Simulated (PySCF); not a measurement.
Ga(H)(OH)(NH2) (GaH4NO), SMILES [NH2][GaH][OH]. Geometry: ωB97X-D3(BJ)/def2-TZVP. One conformer was computed; it need not be the lowest.

Computed equilibrium geometry at ωB97X-D3(BJ)/def2-TZVP (PySCF confirms it by a frequency run) as Cartesian coordinates in Å, and its point group (one conformer of several):
point group Cs.
```xyz
7

Ga    -0.3359     0.0268     0.0000
H     -1.8781     0.1185     0.0000
O      0.6069     1.5499     0.0000
H      1.5597     1.4370     0.0000
N      0.5903    -1.5344     0.0000
H      1.5935    -1.6061     0.0000
H      0.1499    -2.4386     0.0000
```
